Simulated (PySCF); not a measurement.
Compound: C7H8ClO (doublet state).
Cartesian coordinates in Å at the GFN2-xTB level; atoms count from 1:
```
atom  x, y, z in Å
C1     2.7914   -0.2395    0.4058
C2     1.6535   -0.3217   -0.2571
C3     0.3145   -0.0035    0.3263
C4    -0.6008   -1.2466    0.3871
O5    -0.2422   -2.3588    0.7364
C6    -1.9066   -0.8353    0.0059
C7    -1.9667    0.5904   -0.3465
C8    -0.4970    1.0046   -0.4947
Cl9   -0.2295    2.6855    0.0489
H10    2.8297    0.0841    1.4327
H11    3.7315   -0.4939   -0.0517
H12    1.6372   -0.6595   -1.2852
H13    0.4411    0.3580    1.3523
H14   -2.7701   -1.4746    0.0619
H15   -2.5578    0.7800   -1.2466
H16   -2.4447    1.1666    0.4575
H17   -0.1907    0.9762   -1.5431
```

The hyperfine couplings belong to this conformer and change with its torsions.

Identity: `C=C[C@@H]1C(=O)[CH]C[C@H]1Cl` [radical].

Method used: UKS B3LYP, pcH-1 on C Cl H O, non-relativistic, mean-field spin-orbit, GIAO in PySCF. One conformer (not necessarily the lowest) at the GFN2-xTB geometry, without solvent, vibrations or thermal averaging. The geometry wasn't refined by DFT: couplings that depend on bond lengths, twists or pyramidal angles can differ widely from those at the functional's own minimum. Stability of the SCF solution: not tested.

Task: Where do the isotropic ENDOR lines of H16, H15, H14, H13, H17 and H12 fall at 345.5 mT, to first order?

Result: For S = 1/2 in fast tumbling each set of equivalent nuclei gives two lines, ν± = |νn ± a/2| to first order, with νn = g_N μN B/h and μN/h = 7.62259 MHz/T.

```tsv
nuclei	isotope	g_N	νn (MHz)	a_iso (MHz)	lower line (MHz)	upper line (MHz)
H16	1H	5.5857	14.71	143.68	57.13	86.55
H15	1H	5.5857	14.71	83.35	26.97	56.39
H14	1H	5.5857	14.71	-49.28	9.93	39.35
H13	1H	5.5857	14.71	3.98	12.72	16.70
H17	1H	5.5857	14.71	-1.69	13.86	15.56
H12	1H	5.5857	14.71	0.57	14.43	15.00
```

Task: Which pairs are centred on the nuclear Larmor frequency, and which on half the coupling?

Result: Centred on νn, since |a| < 2νn: H13, H17 and H12. Centred on |a|/2 and split by 2νn: H16, H15 and H14.

Largest spin populations (Mulliken): C6 (+0.80), O5 (+0.30), C4 (-0.11) and C7 (-0.07). The angles at C6 add up to 359.8°, so it is planar; its axial dipolar tensor and the negative coupling of its proton fit spin in a p orbital normal to that plane.

Time: 2.4 min (grids of density and orbitals included); peak memory 1.1 GiB. Hardware: one thread, Arm Neoverse V1 (aarch64), shared host with 32 logical CPUs at a one-minute load of 30.
